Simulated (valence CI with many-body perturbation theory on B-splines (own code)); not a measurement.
**E1 line list for Pr XLVII**

Computed by relativistic CI+MBPT: three valence electrons over a frozen Dirac-Fock core [Ne], radial functions for each j: 11 s, 11 p, 10 d, 8 f, 5 g, 2 h, with the one-electron correlation potential Σ1, the two-electron term Σ2, the three-electron term Σ3, Breit, model QED; selected CI, second order for the rest, scaled by the run's own slope (own B-spline code, finite nucleus).

No measured spectrum was set against this ion. As an estimate, large intervals hold to a few tenths of a per cent, small ones and those within an open d or f shell to about a per cent.

Lines 151 to 200 of 588 in falling wavelength, among levels below 1880.3 eV, chosen from the strongest by gf and those to the six lowest levels. Wavelengths and rates use the calculated energies. Electric multipoles are in the length gauge, E1 and E2 with the static RPA response of the core. Weak lines are less certain than strong ones. Lines between different terms over intervals too small for the method are left out, as are lines whose strength nearly cancels. The highest levels of a list are the least certain.

Levels are named by their leading jj configuration (3d3/2^4 stands for four electrons in 3d with j = 3/2), which in mixed levels can hold well under half, so a name can repeat and another be missing. Letters in brackets count levels of one name in rising energy.

```tsv
λ vac (nm)	Upper	Lower	A (s⁻¹)	S (a.u.) with core polarisation	S without
6.350	(3d3/2^2 3d5/2) J=1/2	(3p3/2 3d3/2^2) J=1/2	9.68e+10	2.45e-02	2.49e-02
6.349	(3s 3p3/2 3d5/2) J=1/2	(3s 3p3/2^2) J=1/2	1.80e+11	4.56e-02	4.64e-02
6.347	(3s 3p1/2 3d5/2) J=7/2	(3s 3p1/2 3p3/2) J=5/2	6.20e+10	6.26e-02	6.36e-02
6.345	(3p1/2 3d3/2 3d5/2) J=9/2	(3p1/2 3p3/2 3d3/2) J=7/2	7.70e+10	9.70e-02	9.86e-02
6.342	(3p1/2^2 3d5/2) J=5/2	(3p1/2^2 3p3/2) J=3/2	4.92e+10	3.72e-02	3.78e-02
6.341	(3d3/2^2 3d5/2) J=5/2 [b]	(3p3/2 3d3/2^2) J=3/2 [b]	1.04e+11	7.84e-02	7.97e-02
6.339	(3p1/2 3d3/2 3d5/2) J=3/2 [b]	(3p1/2 3p3/2 3d3/2) J=1/2 [b]	5.09e+10	2.56e-02	2.60e-02
6.338	(3p1/2 3d3/2 3d5/2) J=1/2	(3p1/2 3p3/2 3d3/2) J=1/2 [a]	1.12e+11	2.81e-02	2.86e-02
6.333	(3d3/2 3d5/2^2) J=3/2 [a]	(3p3/2 3d3/2 3d5/2) J=3/2 [a]	9.61e+10	4.82e-02	4.90e-02
6.330	(3p1/2 3p3/2 3d5/2) J=3/2 [b]	(3p1/2 3p3/2^2) J=1/2	7.02e+10	3.51e-02	3.57e-02
6.328	(3p3/2 3d3/2 3d5/2) J=1/2 [b]	(3p3/2^2 3d5/2) J=1/2	1.89e+11	4.72e-02	4.80e-02
6.322	(3p3/2 3d5/2^2) J=3/2 [a]	(3p3/2^2 3d5/2) J=5/2 [a]	1.58e+11	7.89e-02	8.03e-02
6.316	(3d3/2 3d5/2^2) J=3/2 [a]	(3p3/2 3d3/2 3d5/2) J=5/2 [b]	6.68e+10	3.32e-02	3.38e-02
6.315	(3p3/2^2 3d5/2) J=3/2	(3p3/2^3) J=3/2	2.39e+11	1.19e-01	1.21e-01
6.314	(3p1/2 3d3/2 3d5/2) J=5/2 [a]	(3p1/2 3p3/2 3d3/2) J=5/2 [a]	4.84e+10	3.60e-02	3.67e-02
6.313	(3p1/2 3d3/2 3d5/2) J=3/2 [a]	(3p1/2 3p3/2 3d3/2) J=3/2 [a]	6.95e+10	3.45e-02	3.51e-02
6.309	(3p3/2^2 3d5/2) J=5/2 [b]	(3p3/2^3) J=3/2	3.01e+11	2.23e-01	2.27e-01
6.306	(3p1/2 3p3/2 3d5/2) J=5/2 [b]	(3p1/2 3p3/2^2) J=3/2	2.35e+11	1.75e-01	1.78e-01
6.306	(3p1/2 3p3/2 3d5/2) J=7/2 [b]	(3p1/2 3p3/2^2) J=5/2	1.51e+11	1.49e-01	1.52e-01
6.301	(3p3/2 3d3/2 3d5/2) J=5/2 [d]	(3p3/2^2 3d3/2) J=7/2	4.06e+10	3.01e-02	3.06e-02
6.279	(3p3/2 3d5/2^2) J=5/2	(3p3/2^2 3d5/2) J=5/2 [a]	1.30e+11	9.53e-02	9.69e-02
6.278	(3d3/2^2 3d5/2) J=3/2	(3p3/2 3d3/2^2) J=3/2 [a]	7.88e+10	3.85e-02	3.92e-02
6.278	(3p3/2 3d5/2^2) J=3/2 [b]	(3p3/2^2 3d5/2) J=5/2 [b]	1.26e+11	6.16e-02	6.26e-02
6.271	(3p3/2 3d5/2^2) J=3/2 [b]	(3p3/2^2 3d5/2) J=3/2	3.16e+11	1.54e-01	1.56e-01
6.260	(3s 3d5/2^2) J=5/2	(3s 3p3/2 3d5/2) J=3/2 [a]	2.96e+10	2.15e-02	2.18e-02
6.259	(3s 3d5/2^2) J=5/2	(3s 3p3/2 3d5/2) J=7/2 [a]	3.74e+10	2.72e-02	2.77e-02
6.246	(3s 3p3/2 3d5/2) J=7/2 [a]	(3s 3p3/2^2) J=5/2	7.75e+10	7.45e-02	7.58e-02
6.244	(3p3/2 3d3/2 3d5/2) J=5/2 [c]	(3p3/2^2 3d3/2) J=3/2 [a]	3.95e+10	2.84e-02	2.89e-02
6.235	(3p1/2 3d5/2^2) J=9/2	(3p1/2 3p3/2 3d5/2) J=9/2	2.51e+10	3.00e-02	3.05e-02
6.232	(3s 3p3/2 3d5/2) J=5/2 [b]	(3s 3p3/2^2) J=3/2	2.48e+11	1.78e-01	1.81e-01
6.208	(3d3/2 3d5/2^2) J=7/2 [a]	(3p3/2 3d3/2 3d5/2) J=7/2 [a]	6.18e+10	5.84e-02	5.94e-02
6.204	(3p1/2 3d5/2^2) J=5/2	(3p1/2 3p3/2 3d5/2) J=5/2 [a]	9.93e+10	7.02e-02	7.14e-02
6.202	(3p1/2 3d5/2^2) J=1/2	(3p1/2 3p3/2 3d5/2) J=3/2 [b]	1.86e+11	4.38e-02	4.45e-02
6.196	(3s 3p1/2 3d5/2) J=5/2 [a]	(3s 3p1/2 3p3/2) J=3/2 [a]	1.11e+11	7.79e-02	7.92e-02
6.166	(3p1/2 3p3/2 3d5/2) J=5/2 [b]	(3p1/2 3p3/2^2) J=5/2	3.73e+10	2.59e-02	2.63e-02
6.164	(3p3/2 3d3/2 3d5/2) J=3/2 [c]	(3p3/2^2 3d3/2) J=1/2	1.88e+11	8.70e-02	8.85e-02
6.156	(3s 3d3/2 3d5/2) J=5/2 [a]	(3s 3p3/2 3d3/2) J=3/2 [a]	1.11e+11	7.69e-02	7.82e-02
6.144	(3p3/2 3d5/2^2) J=9/2	(3p3/2^2 3d3/2) J=7/2	8.91e+10	1.02e-01	1.04e-01
6.140	(3d3/2 3d5/2^2) J=1/2	(3p3/2 3d3/2 3d5/2) J=1/2 [a]	9.01e+10	2.06e-02	2.09e-02
6.133	(3s 3p3/2 3d5/2) J=3/2 [b]	(3s 3p3/2^2) J=1/2	1.21e+11	5.49e-02	5.59e-02
6.131	(3p3/2 3d3/2 3d5/2) J=3/2 [b]	(3p3/2^2 3d3/2) J=3/2 [a]	1.35e+11	6.15e-02	6.26e-02
6.130	(3s 3d3/2 3d5/2) J=9/2	(3s 3p3/2 3d3/2) J=7/2	1.69e+11	1.93e-01	1.96e-01
6.129	(3p1/2 3d5/2^2) J=3/2	(3p1/2 3p3/2 3d5/2) J=3/2 [a]	1.05e+11	4.78e-02	4.86e-02
6.119	(3d5/2^3) J=9/2	(3p3/2 3d3/2 3d5/2) J=9/2 [b]	5.76e+10	6.52e-02	6.62e-02
6.100	(3p3/2 3d3/2 3d5/2) J=5/2 [d]	(3p3/2^2 3d3/2) J=5/2	5.32e+10	3.57e-02	3.64e-02
6.092	(3p3/2^2 3d3/2) J=7/2	(3s 3p3/2 3d5/2) J=5/2 [b]	2.58e+10	2.31e-02	2.35e-02
6.090	(3s 3d3/2 3d5/2) J=3/2 [a]	(3s 3p3/2 3d3/2) J=1/2 [a]	1.10e+11	4.92e-02	5.01e-02
6.083	(3s 3p1/2 3d5/2) J=5/2 [b]	(3s 3p1/2 3p3/2) J=5/2	4.22e+10	2.81e-02	2.86e-02
6.078	(3d5/2^3) J=3/2	(3p3/2 3d3/2 3d5/2) J=5/2 [e]	1.27e+11	5.63e-02	5.72e-02
6.052	(3p1/2 3d5/2^2) J=7/2	(3p1/2 3p3/2 3d5/2) J=7/2 [a]	2.47e+10	2.16e-02	2.20e-02
```
